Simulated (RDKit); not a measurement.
RDKit input (MMFF94):

```python
from rdkit import Chem
from rdkit.Chem import AllChem, rdDetermineBonds

mol = Chem.MolFromXYZFile('mol.xyz')
rdDetermineBonds.DetermineBonds(mol, charge=0)
print('SMILES', Chem.MolToSmiles(Chem.RemoveHs(mol)))
ff = AllChem.MMFFGetMoleculeForceField(mol, AllChem.MMFFGetMoleculeProperties(mol))
e0 = ff.CalcEnergy()
flag = ff.Minimize(maxIts=5000, forceTol=1e-5)
print(f'energy {e0:.4f} -> {ff.CalcEnergy():.4f} kcal/mol, converged: {flag == 0}')
print(Chem.MolToXYZBlock(mol))
```
mol.xyz:
```
3

F     -1.21299123    -0.50470806     0.01613613
S     -0.00574452     0.55322190     0.00745691
F      1.22320370    -0.47879753    -0.02939285
```

From the last part of the output:

```
SMILES FSF
energy 0.1428 -> 0.0000 kcal/mol, converged: True
3

F     -1.196905   -0.505156    0.015827
S     -0.005757    0.554460    0.007474
F      1.207131   -0.479588   -0.029101
```
